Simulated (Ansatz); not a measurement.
Born–Oppenheimer molecular dynamics of CH5FGe (8 atoms, charge 0, multiplicity 1). It goes on from the last frame of an earlier run, with new velocities.

Level of theory: Ansatz 0.2.0, RKS B3LYP/def2-SVP.

* ensemble: NVE (velocity Verlet)
* time step: 1 fs
* steps asked: 100
* starting velocities drawn for: 300 K
* seed: 704285

First frame:

```xyz
8
Properties=species:S:1:pos:R:3
Ge 0.001 0.040 -0.056
F -0.016 -0.361 1.677
C 1.925 -0.042 -0.640
H 2.394 -0.874 -0.101
H 1.829 -0.178 -1.709
H 2.498 0.915 -0.597
H -0.938 1.296 0.067
H -0.738 -0.874 -1.066
```

(1) How far do the bonds stretch over the last three quarters of this one trajectory? (Pairs bonded in most of those frames.)

Answers

(1) 
```csv
bond,mean (Å),spread (Å),shortest,longest
Ge1–F2,1.767,0.022,1.73,1.80
Ge1–C3,1.956,0.034,1.90,2.01
Ge1–H7,1.550,0.021,1.51,1.59
Ge1–H8,1.554,0.042,1.48,1.62
C3–H4,1.104,0.030,1.05,1.15
C3–H5,1.108,0.038,1.04,1.18
C3–H6,1.104,0.024,1.06,1.14
```

Mean temperature of the second half: 426 K. The conserved energy stayed within 0.74 meV per atom of its start (net change 0.41 meV per atom), so the integration is sound. The kinetic energy rose, since the run started high on the potential surface and went downhill. A run of 0.1 ps of so small a system gives no equilibrium averages.

Run time: 6.4 min on 1 thread of Intel(R) Xeon(R) Platinum 8175M CPU @ 2.50GHz (Skylake/Cascade Lake), on a shared host, peak memory 0.18 GiB.
